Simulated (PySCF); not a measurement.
EPR parameters of C3H8ClOSi2

Species: C3H8ClOSi2 (doublet state).
Numbering: `[CH3:1][C@H:2]1[CH2:3][Si:4]([Cl:5])[O:6][SiH2:7]1` (hydrogens: H8, H9, H10 on C1; H11 on C2; H12, H13 on C3; H14, H15 on Si7)

Geometry (GFN2-xTB, Å), atoms numbered from 1 in this order:
```xyz
15
C3H8ClOSi2 angstrom
C     -1.6746   -0.6613   -0.5342
C     -0.2481   -0.4597   -0.0364
C      0.6444    0.1551   -1.1296
Si     2.1305    0.9804   -0.2329
Cl     3.6798   -0.2756    0.1404
O      1.4033    1.2744    1.2152
Si    -0.0721    0.6365    1.5270
H     -2.1329    0.2926   -0.7882
H     -2.2792   -1.1336    0.2372
H     -1.6936   -1.2946   -1.4207
H      0.1621   -1.4482    0.2054
H      0.0742    0.9103   -1.6731
H      0.9595   -0.5914   -1.8594
H     -1.0090    1.7515    1.5680
H      0.0513   -0.1285    2.7593
```

The hyperfine couplings belong to this conformer and change with its torsions.

The calculation used UKS B3LYP, pcH-1 on C Cl H O Si, non-relativistic, mean-field spin-orbit, GIAO (PySCF). One conformer (not necessarily the lowest) at the GFN2-xTB geometry, without solvent, vibrations or thermal averaging. The geometry wasn't refined by DFT: couplings that depend on bond lengths, twists or pyramidal angles can differ widely from those at the functional's own minimum, by a factor of two or more for some ions and for spin on atoms past the first row. The SCF solution wasn't tested for stability.

- g1, g2, g3: 2.00028, 2.00147, 2.00621
- g_iso: 2.00266
- Form of g: rhombic: the two nearest values differ by 20 % of g3 − g1
- ⟨S²⟩: 0.7515 (exact 0.7500)
- α and β electrons: 40, 39
- HOMO–LUMO gap, α and β orbitals: 5.98, 5.16 eV
- Total energy: -1233.67736 Eh

Isotropic coupling and dipolar principal values T1 to T3, in 10⁻⁴ cm⁻¹; ρ(0) is the spin density at the nucleus (1 × 10⁻⁴ cm⁻¹ = 2.998 MHz):

```json
{"atom": "C1", "isotope": "13C", "a_iso": "1.9", "of which spin–orbit": "0.0", "T1": "-0.3", "T2": "-0.3", "T3": "0.6", "Mulliken spin population": "0.00", "ρ(0) (bohr⁻³)": "0.0051"}
{"atom": "C2", "isotope": "13C", "a_iso": "2.9", "of which spin–orbit": "0.0", "T1": "-0.7", "T2": "-0.6", "T3": "1.4", "Mulliken spin population": "0.01", "ρ(0) (bohr⁻³)": "0.0077"}
{"atom": "C3", "isotope": "13C", "a_iso": "26.5", "of which spin–orbit": "0.0", "T1": "-3.9", "T2": "-3.6", "T3": "7.5", "Mulliken spin population": "0.08", "ρ(0) (bohr⁻³)": "0.0706"}
{"atom": "Si4", "isotope": "29Si", "a_iso": "-270.3", "of which spin–orbit": "0.3", "T1": "-46.4", "T2": "23.0", "T3": "23.5", "Mulliken spin population": "0.79", "ρ(0) (bohr⁻³)": "0.9128"}
{"atom": "Cl5", "isotope": "35Cl", "a_iso": "11.3", "of which spin–orbit": "0.1", "T1": "-7.1", "T2": "-6.9", "T3": "14.0", "Mulliken spin population": "0.08", "ρ(0) (bohr⁻³)": "0.0762"}
{"atom": "O6", "isotope": "17O", "a_iso": "-17.2", "of which spin–orbit": "0.0", "T1": "-5.2", "T2": "2.5", "T3": "2.8", "Mulliken spin population": "0.03", "ρ(0) (bohr⁻³)": "0.0848"}
{"atom": "Si7", "isotope": "29Si", "a_iso": "-8.6", "of which spin–orbit": "0.0", "T1": "-1.5", "T2": "0.7", "T3": "0.8", "Mulliken spin population": "0.01", "ρ(0) (bohr⁻³)": "0.0289"}
{"atom": "H8", "isotope": "1H", "a_iso": "-0.1", "of which spin–orbit": "0.0", "T1": "-0.4", "T2": "-0.2", "T3": "0.6", "Mulliken spin population": "0.00", "ρ(0) (bohr⁻³)": "0.0000"}
{"atom": "H9", "isotope": "1H", "a_iso": "2.3", "of which spin–orbit": "0.0", "T1": "-0.3", "T2": "-0.1", "T3": "0.4", "Mulliken spin population": "0.00", "ρ(0) (bohr⁻³)": "0.0016"}
{"atom": "H10", "isotope": "1H", "a_iso": "0.0", "of which spin–orbit": "0.0", "T1": "-0.4", "T2": "-0.2", "T3": "0.6", "Mulliken spin population": "0.00", "ρ(0) (bohr⁻³)": "0.0000"}
{"atom": "H11", "isotope": "1H", "a_iso": "-0.1", "of which spin–orbit": "0.0", "T1": "-0.7", "T2": "-0.4", "T3": "1.0", "Mulliken spin population": "0.00", "ρ(0) (bohr⁻³)": "-0.0001"}
{"atom": "H12", "isotope": "1H", "a_iso": "-1.8", "of which spin–orbit": "0.0", "T1": "-2.3", "T2": "-1.0", "T3": "3.2", "Mulliken spin population": "0.00", "ρ(0) (bohr⁻³)": "-0.0012"}
{"atom": "H13", "isotope": "1H", "a_iso": "-0.5", "of which spin–orbit": "0.0", "T1": "-2.1", "T2": "-0.5", "T3": "2.5", "Mulliken spin population": "0.00", "ρ(0) (bohr⁻³)": "-0.0003"}
{"atom": "H14", "isotope": "1H", "a_iso": "-0.2", "of which spin–orbit": "0.0", "T1": "-0.4", "T2": "-0.4", "T3": "0.7", "Mulliken spin population": "0.00", "ρ(0) (bohr⁻³)": "-0.0002"}
{"atom": "H15", "isotope": "1H", "a_iso": "2.5", "of which spin–orbit": "0.0", "T1": "-0.4", "T2": "-0.3", "T3": "0.6", "Mulliken spin population": "0.01", "ρ(0) (bohr⁻³)": "0.0017"}
```

Largest spin populations (Mulliken): Si4 (+0.79), C3 (+0.08) and Cl5 (+0.08). No atom but Si4 exceeds +0.15. The angles at Si4 add up to 319.2°, so it is pyramidal.

Axes: g3 points within 15° of the Si4–O6 bond.

Under fast tumbling the dipolar parts average out, and these isotropic splittings remain: 1 × 35Cl (Cl5, I = 3/2, 4 lines) with 1.21 mT, 1 × 1H (H15, I = 1/2, 2 lines) with 0.26 mT, 1 × 1H (H12, I = 1/2, 2 lines) with 0.19 mT, 3 × 1H (H8/H9/H10, I = 1/2, 4 lines) with 0.08 mT and 1 × 1H (H13, I = 1/2, 2 lines) with 0.05 mT.

Class means assume fast exchange of nuclei equivalent by connectivity; if that motion is slow, each nucleus keeps its own coupling. The three 1H nuclei of mean +2.3 MHz run from -0.2 to 7.0 MHz in the frozen geometry.

Main isotope only: 35Cl (natural samples also hold 24 % 37Cl, magnetic too, which adds its own pattern).

The 29Si coupling of Si4 (-810.4 MHz) shows only in satellite lines or after enrichment, since that isotope makes up about 4.7 % of natural silicon.

The 17O coupling of O6 (-51.5 MHz) shows only in satellite lines or after enrichment, since that isotope makes up about 0.038 % of natural oxygen.

The spin density at the nucleus, in bohr⁻³, is negative for H12 (-0.0012), for instance. A restricted open-shell determinant has no negative spin density anywhere; here it arises because α and β orbitals differ (spin polarisation).
